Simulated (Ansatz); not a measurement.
**Redistribution: C4H3F3 + H2CO → C4H4F2 + CHFO**

Species: C4H3F3 `FC1=CC(F)C1F`, singlet; H2CO (formaldehyde) `C=O`, singlet; C4H4F2 `FC1=CCC1F`, singlet; CHFO (formyl fluoride) `O=CF`, singlet. The partners trade F for H; both sit on C, so the bond types are kept.

Shapes, held fixed at every level: PBE0-D4/def2-TZVP. Programs: Ansatz 0.2.0. The zero-point and thermal change to 298 K, harmonic and unscaled (PBE0-D4/def2-TZVP), is +3.5 kJ/mol.

| level | kind | ΔH(298 K) (kJ/mol) | less CCSD(T)/CBS estimate | CPU time (sum over the molecules) |
| --- | --- | --- | --- | --- |
| SPW92/def2-TZVPP | LDA | -89.5 | -14.8 | 10 s |
| PBE-D4/def2-TZVPP | GGA | -82.6 | -7.9 | 20 s |
| B3LYP-D4/def2-TZVPP | global hybrid | -75.6 | -0.9 | 32 s |
| PBE0-D4/def2-TZVPP | global hybrid | -80.3 | -5.6 | 21 s |
| wB97M-V/def2-TZVPP | range-separated hybrid | -76.7 | -2.0 | 81 s |
| MP2/def2-SVP | perturbation theory | -88.7 | -14.0 | – |
| CCSD(T)/def2-SVP | coupled cluster or CI | -80.7 | -6.0 | 62 s |
| CCSD(T)/CBS estimate | coupled cluster or CI | -74.7 | 0.0 | 31 min |

The highest level, CCSD(T)/CBS estimate, gives ΔH(298 K) = -74.7 kJ/mol; the levels span -89.5 to -74.7. The column of differences is taken from that level and isn't an error. No measured value is set beside it here. The CBS estimate extrapolates MP2 from def2-TZVPP and def2-QZVPP and adds CCSD(T) − MP2 in the triple-zeta set, cores frozen. Times are processor times on shared x86 and Arm servers, and rough.
